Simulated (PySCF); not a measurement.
H3GeNO, SMILES `[NH2][Ge][OH]` (lower singlet), neutral singlet in the gas phase. This singlet lies 2.69 eV below the relaxed triplet at the level frozen-core CCSD(T)/cc-pVTZ // B3LYP-D3(BJ)/def2-TZVP (Ansatz).

Z-matrix (Å, degrees):
```
N
H 1 1.0091
H 1 1.0105 2 111.72
Ge 1 1.8428 2 121.32 3 179.78
O 4 1.8071 1 99.37 2 -179.65
H 5 0.9639 4 116.93 1 -0.13
```
Charge 0, spin multiplicity 1.

All levels are single points at this geometry (B3LYP-D3(BJ)/def2-TZVP); Pople sets use spherical d functions. Orbital energies aren't observables, and empty levels follow the basis.

BP86/6-31G* in PySCF gives dipole (D) = 3.08.

Problem. Estimate the dipole (D) from each of these levels: B3LYP-D3(BJ)/def2-TZVP in PySCF; B3LYP/3-21G in PySCF; SVWN5/6-31G* in PySCF; HF/3-21G in PySCF; HF/6-31G* in PySCF.

Solution. 
| level | dipole (D) |
|---|---|
| B3LYP-D3(BJ)/def2-TZVP in PySCF | 2.58 |
| B3LYP/3-21G in PySCF | 3.38 |
| SVWN5/6-31G* in PySCF | 3.22 |
| HF/3-21G in PySCF | 3.18 |
| HF/6-31G* in PySCF | 2.93 |
